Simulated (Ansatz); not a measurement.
A run for Ansatz (an electronic-structure program): R-CCSD(T)/def2-TZVPP on BrH3PbSi (SMILES [SiH3][Pb][Br]), a point of a torsion scan. Elements past Kr take the def2 small-core potentials; no spin–orbit coupling. The run froze 28 orbitals, filled d shells among them.

Ansatz 0.2 input:
```yaml
crystal:
  periodic: [false, false, false]
  atoms:
    - {symbol: Si, position_ang: [-0.76786264, 0.00721384, -0.01663008]}
    - {symbol: Pb, position_ang: [1.51977843, 1.44741735, -0.09984697]}
    - {symbol: Br, position_ang: [3.09589715, -0.61260646, -0.13015194]}
    - {symbol: H, position_ang: [-1.10114751, -0.49160815, 1.31919870]}
    - {symbol: H, position_ang: [-1.93416277, 0.81232944, -0.40238611]}
    - {symbol: H, position_ang: [-0.81750762, -1.16342092, -0.88742442]}
basis:
  gaussian:
    orbitals: def2-TZVPP
magnetization: {spin_polarized: false}
correlation: {method: ccsd_t, electrons: outside_noble_gas}
scf: {lower_state_search: off}
```

It printed:

```
WARN ansatz: RAYON_NUM_THREADS=1 ignored (pool sized by the plan → 1); use --threads N
Functional definition: HF
these checks for a lower state are left out or cut short: stability, starts, cluster_reference, orbital_swaps, neighbouring_geometries, increment
integrals: 0.61 GiB planned
1280 factors; integrals over basis functions are off by at most 9.8e-4 eV
mean field: 0.71 GiB planned
mean field evaluation 1: about -83128.8515 eV, gradient 1.7e1 eV
mean field evaluation 2: about -83128.8961 eV, gradient 1.7e1 eV
mean field evaluation 4: about -83130.4838 eV, gradient 2.7e0 eV
mean field evaluation 8: about -83130.5383 eV, gradient 2.4e-1 eV
mean field -83130.53888511 eV, -3054.9909561245 hartree, gradient 2.2e-6 eV, S^2 0.000000; 0 other end points of the search recorded, 0 dependent functions left out
28 core orbitals not correlated
reference -83130.53888511 eV, -3054.9909561245 hartree; 9, 9 occupied and 145, 145 virtual orbitals, 1280 factors
second order -9.80245436 eV of doubles, -0.00000000 eV of singles
coupled cluster: 1.28 GiB planned
cycle   1  -10.68788166 eV  change   -8.9e-1 eV  update   8.5e-2
cycle   2  -11.01488610 eV  change   -3.3e-1 eV  update   2.8e-2
cycle   3  -11.07121658 eV  change   -5.6e-2 eV  update   1.5e-2
cycle   4  -11.06488499 eV  change    6.3e-3 eV  update   4.9e-3
cycle   5  -11.06263321 eV  change    2.3e-3 eV  update   2.0e-3
cycle   6  -11.06269963 eV  change   -6.6e-5 eV  update   7.3e-4
cycle   7  -11.06273201 eV  change   -3.2e-5 eV  update   2.8e-4
cycle   8  -11.06279293 eV  change   -6.1e-5 eV  update   1.1e-4
cycle   9  -11.06279237 eV  change    5.7e-7 eV  update   3.7e-5
cycle  10  -11.06277450 eV  change    1.8e-5 eV  update   1.5e-5
perturbative correction -0.43281571 eV, -0.0159056838 hartree
Total energy: -83142.03447531 eV, -3055.4134112727 hartree
Checks for a lower state left out: stability, starts, cluster_reference, orbital_swaps, neighbouring_geometries, increment
```

The run converged.

Cost: very roughly 50 core-seconds.
